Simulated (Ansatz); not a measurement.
Geometry optimisation, RKS BHLYP-D4/def2-SVP (Ansatz).

Input file:

```yaml
crystal:
  periodic: [false, false, false]
  atoms:
    - { symbol: B, position_ang: [-1.4318, 1.7635, -0.8537] }
    - { symbol: "N", position_ang: [-1.0041, 0.3775, -0.7545] }
    - { symbol: C, position_ang: [-1.84247, -0.54801, -0.61667] }
    - { symbol: S, position_ang: [-1.37485, -2.30058, -0.51748] }
    - { symbol: C, position_ang: [-1.41449, -2.54035, -2.30008] }
    - { symbol: H, position_ang: [-0.7109, 2.7135, -0.9925] }
    - { symbol: H, position_ang: [-2.6103, 2.0449, -0.8219] }
    - { symbol: H, position_ang: [-2.97729, -0.37182, -0.57395] }
    - { symbol: H, position_ang: [-2.47066, -2.37387, -2.70824] }
    - { symbol: H, position_ang: [-1.11397, -3.58056, -2.57253] }
    - { symbol: H, position_ang: [-0.7277, -1.83352, -2.87128] }
basis:
  gaussian: { orbitals: def2-SVP }
hamiltonian:
  xc: { name: BHLYP }
  dispersion: d4
relax:
  f_tol: 0.015
  max_steps: 40
```

Launched with:

```bash
$ ansatz run input.yaml --threads 2 --pin off --max-ram 3072MiB --backend cpu --events-out ev --progress --plain --runs-dir out
```

Q: Where does it end, and by what steps?

A: The forces met the threshold. After 23 steps the energy has fallen by 1.453 eV; H8 moved furthest, 1.74 Å.

```
step  energy less start (eV)  largest force component (eV/Å)  accepted
   0                  0.0000                           2.185       yes
   1                 -0.1932                           0.821       yes
   2                 -0.1931                           0.768        no
   3                 -0.2180                           0.132       yes
   4                 -0.2301                           0.170       yes
   5                 -0.2641                           0.447       yes
   6                 -0.3441                           1.072       yes
   7                 -0.4620                           1.433       yes
   8                 -0.6466                           1.300       yes
   9                 -0.8384                           1.092       yes
  10                 -0.9762                           1.073       yes
  11                 -1.0600                           1.050       yes
  12                 -1.1719                           1.182       yes
  13                 -1.2793                           0.687       yes
  14                 -1.3869                           0.603       yes
  15                 -1.3914                           1.618       yes
  16                 -1.4129                           0.970       yes
  17                 -1.4345                           0.561       yes
  18                 -1.4519                           0.070       yes
  19                 -1.4527                           0.036       yes
  20                 -1.4529                           0.047       yes
  21                 -1.4529                           0.049        no
  22                 -1.4530                           0.019       yes
  23                 -1.4530                           0.003       yes
```

```xyz
11
Properties=species:S:1:pos:R:3
B -1.597 1.417 -1.377
N -1.828 0.276 -0.673
C -2.033 -0.771 -0.050
S -1.859 -2.408 -0.665
C -1.332 -2.086 -2.357
H -0.497 1.899 -1.369
H -2.497 1.921 -1.993
H -2.357 -0.775 0.997
H -2.096 -1.529 -2.900
H -1.189 -3.060 -2.825
H -0.393 -1.533 -2.371
```

Whether the end is a true minimum wasn't checked by a vibrational analysis.

The run took 39 s on 2 threads of Intel(R) Xeon(R) 6975P-C (Granite Rapids), with other jobs on the host, peak memory 0.25 GiB.
